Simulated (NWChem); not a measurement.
System: ZnHSBr; SMILES [SH][Zn][Br]

The following NWChem deck was run.

```
start job
memory heap 200 mb stack 900 mb global 1100 mb
geometry units angstroms noautosym nocenter noautoz
  Zn     0.099534     0.585529     0.000307
  Br    -0.146578    -1.638493    -0.000681
  S      0.354271     2.742008     0.001317
  H     -0.981528     2.956835    -0.009297
end
basis spherical
  * library cc-pvtz
end
dft
  xc xcamb88 1.00 lyp 0.81 vwn_5 0.19 hfexch 1.00
  cam 0.33 cam_alpha 0.19 cam_beta 0.46
  iterations 150
end
property
  efieldgrad
end
task dft property
```

Output (shortened):

```
             Northwest Computational Chemistry Package (NWChem) 7.3.0
             --------------------------------------------------------

                             Geometry "geometry" -> ""
                             -------------------------

 Output coordinates in angstroms (scale by  1.889725989 to convert to a.u.)

  No.       Tag          Charge          X              Y              Z
 ---- ---------------- ---------- -------------- -------------- --------------
    1 Zn                  30.0000     0.09953400     0.58552900     0.00030700
    2 Br                  35.0000    -0.14657800    -1.63849300    -0.00068100
    3 S                   16.0000     0.35427100     2.74200800     0.00131700
    4 H                    1.0000    -0.98152800     2.95683500    -0.00929700

 Effective nuclear repulsion energy (a.u.)     448.8183132785

                              NWChem Property Module
                              ----------------------

  itol2e modified to match energy
  convergence criterion.

                                 NWChem DFT Module
                                 -----------------

 Summary of "ao basis" -> "ao basis" (spherical)
 ------------------------------------------------------------------------------
       Tag                 Description            Shells   Functions and Types
 ---------------- ------------------------------  ------  ---------------------
 Zn                         cc-pvtz                 20       68   7s6p4d2f1g
 Br                         cc-pvtz                 15       43   6s5p3d1f
 S                          cc-pvtz                 12       34   5s4p2d1f
 H                          cc-pvtz                  6       14   3s2p1d

  itol2e modified to match energy
  convergence criterion.

            General Information
            -------------------
          SCF calculation type: DFT
          Wavefunction type:  closed shell.
          No. of atoms     :     4
          No. of electrons :    82
           Alpha electrons :    41
            Beta electrons :    41
          Charge           :     0
          Spin multiplicity:     1
          Use of symmetry is: off; symmetry adaption is: off
          Maximum number of iterations: 150
          AO basis - number of functions:   159
                     number of shells:    53
          Convergence on energy requested:  1.00D-07
          Convergence on density requested:  1.00D-05
          Convergence on gradient requested:  5.00D-04

              XC Information
              --------------
                     Hartree-Fock (Exact) Exchange  1.000
                   CAM-Becke88 Exchange Functional  1.000
                      VWN V Correlation Functional  0.190 local
              Lee-Yang-Parr Correlation Functional  0.810

           Range-Separation Parameters
           ---------------------------
           Alpha           :  0.19
           Beta            :  0.46
           Gamma           :  0.33
           Short-Range HF  :     F

             Grid Information
             ----------------
          Grid used for XC integration:  fine
          Radial quadrature: Mura-Knowles
          Angular quadrature: Lebedev.
          Tag              B.-S. Rad. Rad. Pts. Rad. Cut. Ang. Pts.
          ---              ---------- --------- --------- ---------
          Zn                  1.35      140          10.0       974
          Br                  1.15      140          13.0       974
          S                   1.00      123          12.0       770
          H                   0.35       60          13.0       590
          Grid pruning is: on
          Number of quadrature shells:   463
          Spatial weights used:  Erf1

      Superposition of Atomic Density Guess
      -------------------------------------

 Sum of atomic energies:       -4748.27931926

      Non-variational initial energy
      ------------------------------

 Total energy =   -4748.822690
 1-e energy   =   -7512.637323
 2-e energy   =    2314.996319
 HOMO         =      -0.325814
 LUMO         =      -0.034122

   convergence    iter        energy       DeltaE   RMS-Dens  Diis-err
 ---------------- ----- ----------------- --------- --------- ---------
 d= 0,ls=0.0,diis     1  -4752.7299187535 -5.20D+03  6.53D-03  1.35D+00
 d= 0,ls=0.0,diis     2  -4752.7800683584 -5.01D-02  2.00D-03  1.92D-01
 d= 0,ls=0.0,diis     3  -4752.7917327799 -1.17D-02  7.44D-04  1.17D-01
 d= 0,ls=0.0,diis     4  -4752.7982098847 -6.48D-03  3.19D-04  2.51D-02
 d= 0,ls=0.0,diis     5  -4752.7990367944 -8.27D-04  5.32D-05  7.25D-05
  Resetting Diis
 d= 0,ls=0.0,diis     6  -4752.7990495447 -1.28D-05  1.55D-05  1.24D-05
 d= 0,ls=0.0,diis     7  -4752.7990509634 -1.42D-06  6.45D-06  1.38D-06
 d= 0,ls=0.0,diis     8  -4752.7990509771 -1.37D-08  3.37D-06  3.71D-06

         Total DFT energy =    -4752.799050977109
      One electron energy =    -7511.048411275291
           Coulomb energy =     2498.234472999821
    Exchange-Corr. energy =     -188.803425980112
 Nuclear repulsion energy =      448.818313278472

 Numeric. integr. density =       81.999999731328

                       DFT Final Molecular Orbital Analysis
                       ------------------------------------

 Vector   39  Occ=2.000000D+00  E=-3.655920D-01
              MO Center= -1.0D-01, -1.2D+00, -5.2D-04, r^2= 2.7D+00
   Bfn.  Coefficient  Atom+Function         Bfn.  Coefficient  Atom+Function
  ----- ------------  ---------------      ----- ------------  ---------------
    83      0.514564  2 Br pz                89      0.314404  2 Br pz
    86      0.286390  2 Br pz               122      0.126270  3 S  pz
   128      0.084791  3 S  pz                19      0.083944  1 Zn pz
    27      0.078893  1 Zn d -1             125      0.054311  3 S  pz
    25      0.030365  1 Zn pz               101      0.027003  2 Br d -1

 Vector   40  Occ=2.000000D+00  E=-3.631604D-01
              MO Center= -1.2D-01, -1.5D+00, -5.4D-04, r^2= 2.0D+00
   Bfn.  Coefficient  Atom+Function         Bfn.  Coefficient  Atom+Function
  ----- ------------  ---------------      ----- ------------  ---------------
    81      0.523669  2 Br px                87      0.325643  2 Br px
    84      0.293315  2 Br px                26      0.115884  1 Zn d -2
    82     -0.081009  2 Br py                17      0.062475  1 Zn px
    88     -0.049076  2 Br py                85     -0.044480  2 Br py
   121     -0.039696  3 S  py               116     -0.038302  3 S  s

 Vector   41  Occ=2.000000D+00  E=-3.308187D-01
              MO Center=  2.7D-01,  2.3D+00,  8.7D-04, r^2= 2.9D+00
   Bfn.  Coefficient  Atom+Function         Bfn.  Coefficient  Atom+Function
  ----- ------------  ---------------      ----- ------------  ---------------
   122      0.485099  3 S  pz               128      0.380550  3 S  pz
   125      0.223320  3 S  pz                83     -0.144123  2 Br pz
    27     -0.134737  1 Zn d -1              89     -0.112010  2 Br pz
    86     -0.087459  2 Br pz                19      0.065266  1 Zn pz
    25      0.034344  1 Zn pz               119     -0.027560  3 S  pz

 Vector   42  Occ=0.000000D+00  E=-2.258934D-02
              MO Center= -4.3D-02,  6.4D-01, -7.5D-04, r^2= 6.5D+00
   Bfn.  Coefficient  Atom+Function         Bfn.  Coefficient  Atom+Function
  ----- ------------  ---------------      ----- ------------  ---------------
     7      0.920707  1 Zn s                  4     -0.474043  1 Zn s
   116     -0.409252  3 S  s                 74     -0.334427  2 Br s
    88     -0.335037  2 Br py               127      0.323074  3 S  py
    82     -0.202661  2 Br py               121      0.203320  3 S  py
    30     -0.166120  1 Zn d  2             114     -0.136563  3 S  s

 Vector   43  Occ=0.000000D+00  E= 3.624019D-03
              MO Center=  2.6D-01,  6.1D-01,  1.5D-03, r^2= 5.5D+00
   Bfn.  Coefficient  Atom+Function         Bfn.  Coefficient  Atom+Function
  ----- ------------  ---------------      ----- ------------  ---------------
    23      0.751351  1 Zn px                14      0.438421  1 Zn px
   148      0.285578  4 H  s                 87     -0.271314  2 Br px
   116     -0.173712  3 S  s                 15     -0.141661  1 Zn py
    81     -0.117985  2 Br px                24     -0.115844  1 Zn py
    84     -0.096138  2 Br px               147      0.093326  4 H  s

 Vector   44  Occ=0.000000D+00  E= 1.780542D-02
              MO Center=  9.8D-02,  6.0D-01,  1.7D-04, r^2= 5.8D+00
   Bfn.  Coefficient  Atom+Function         Bfn.  Coefficient  Atom+Function
  ----- ------------  ---------------      ----- ------------  ---------------
    25      0.805351  1 Zn pz                16      0.426871  1 Zn pz
   128     -0.304398  3 S  pz                89     -0.267153  2 Br pz
   122     -0.139773  3 S  pz                83     -0.125679  2 Br pz
    86     -0.095774  2 Br pz               125     -0.085531  3 S  pz
   101      0.053324  2 Br d -1             130     -0.047387  3 S  d -1

     Multipole analysis of the density
     ---------------------------------

     L   x y z        total         alpha         beta         nuclear
     -   - - -        -----         -----         ----         -------
     0   0 0 0      0.000000    -41.000000    -41.000000     82.000000

     1   1 0 0     -0.253753     -2.529283     -2.529283      4.804814
     1   0 1 0      0.321530     -6.498231     -6.498231     13.317991
     1   0 0 1     -0.002103      0.001642      0.001642     -0.005386

     2   2 0 0    -32.815510    -23.586869    -23.586869     14.358227
     2   1 1 0     -2.659412    -42.030293    -42.030293     81.401174
     2   1 0 1      0.019698     -0.027649     -0.027649      0.074995
     2   0 2 0    -39.360712   -436.225370   -436.225370    833.090027
     2   0 1 1     -0.019191     -0.143039     -0.143039      0.266887
     2   0 0 2    -35.149902    -17.575189    -17.575189      0.000476

          -----------------------
          Electric field gradient
          -----------------------

 1 a.u. = 0.324123 10**(16) esu/cm**3  ( or statvolts/cm**2 ) = 0.97174 10**(22) v/m**2

 ------------------------------------------------------------
   Atom      X         Y         Z
 ------------------------------------------------------------
    1 Zn   0.18809   1.10649   0.00058
 ------------------------------------------------------------

 Electric field gradient in molecular frame (a.u.)
         XX             YY             ZZ             XY             XZ             YZ
 ------------------------------------------------------------------------------------------
       -1.183932       2.001419      -0.817487       0.354274      -0.003044       0.001538

 Principal components (a.u.) and orientation
 of principal axis w.r.t. absolute frame                      Asymmetry parameter eta
 --------------------------------------------------------------------------------------
        2.040346      -1.222883      -0.817462                       0.198702

        0.109219       0.993986      -0.007876
        0.994018      -0.109219       0.000444
        0.000419       0.007877       0.999969

 ------------------------------------------------------------
   Atom      X         Y         Z
 ------------------------------------------------------------
    2 Br  -0.27699  -3.09630  -0.00129
 ------------------------------------------------------------

 Electric field gradient in molecular frame (a.u.)
         XX             YY             ZZ             XY             XZ             YZ
 ------------------------------------------------------------------------------------------
        1.593278      -3.398357       1.805079      -0.558922      -0.001434      -0.002223

 Principal components (a.u.) and orientation
 of principal axis w.r.t. absolute frame                      Asymmetry parameter eta
 --------------------------------------------------------------------------------------
       -3.460176       1.805089       1.655087                       0.043351

        0.109932      -0.007876       0.993908
        0.993939       0.000419      -0.109932
        0.000450       0.999969       0.007875

 ------------------------------------------------------------
   Atom      X         Y         Z
 ------------------------------------------------------------
    3 S    0.66948   5.18164   0.00249
 ------------------------------------------------------------

 Electric field gradient in molecular frame (a.u.)
         XX             YY             ZZ             XY             XZ             YZ
 ------------------------------------------------------------------------------------------
       -1.320272      -0.580018       1.900290       0.551293      -0.025604       0.005508

 Principal components (a.u.) and orientation
 of principal axis w.r.t. absolute frame                      Asymmetry parameter eta
 --------------------------------------------------------------------------------------
        1.900494      -1.614342      -0.286152                       0.698866

       -0.007869       0.882437       0.470364
        0.000472      -0.470376       0.882466
        0.999969       0.007166       0.003285

 ------------------------------------------------------------
   Atom      X         Y         Z
 ------------------------------------------------------------
    4 H   -1.85482   5.58761  -0.01757
 ------------------------------------------------------------

 Electric field gradient in molecular frame (a.u.)
         XX             YY             ZZ             XY             XZ             YZ
 ------------------------------------------------------------------------------------------
       -0.212704       0.091533       0.121171       0.053434      -0.002653       0.000434

 Principal components (a.u.) and orientation
 of principal axis w.r.t. absolute frame                      Asymmetry parameter eta
 --------------------------------------------------------------------------------------
       -0.221837       0.121192       0.100645                       0.092620

        0.985740      -0.007870       0.168091
       -0.168093       0.000468       0.985771
        0.007837       0.999969       0.000862
```

Level: CAM-B3LYP/cc-pVTZ. Coordinates come from a PBE0/def2-SVP optimisation. NWChem prints the field gradient with the sign opposite to the second derivative of the potential.
